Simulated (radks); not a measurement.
Values are calculated unless marked as measured or tabulated.
Excited configurations of the iodine ion I+: one electron is placed in a higher orbital outside [Kr] 4d10 5s2 5p3. The ground configuration is [Kr] 4d10 5s2 5p4. Level of theory: non-relativistic Kohn-Sham, r2SCAN, spin-unpolarised, spherical densities, point nucleus; meta-GGA in the generalised Kohn-Sham scheme; relativity is left out, which matters for an element this heavy (a radial shooting solver on a logarithmic mesh with Libxc functionals). Excitation = E - E(ground); binding = E(ion) - E, where the ion is the core of charge +2; n* = 2/sqrt(2 binding) in atomic units, and the quantum defect is n - n*.

outer orbital,excitation (eV),binding (eV),quantum defect,eigenvalue (eV)
4f,16.563,3.491,0.052,-2.358
6d,16.015,4.039,2.329,-3.022
6f,18.267,1.787,0.481,-1.329
7p,16.537,3.517,3.066,-2.815
7d,17.542,2.513,2.346,-1.960

The Delta-SCF ionisation energy is 20.054 eV (NIST Atomic Spectra Database: 19.131 eV, measured). Self-interaction in the functional shifts the binding energies and quantum defects, so they are the method's values and not measured ones. Relativity is left out here, which matters for elements this heavy. Spin polarisation and multiplet splitting are left out, so open shells lie too high by an amount that depends on their filling.

Beside tabulated values, note that spin-unpolarised runs miss the spin-polarisation part of the exchange energy of open shells.
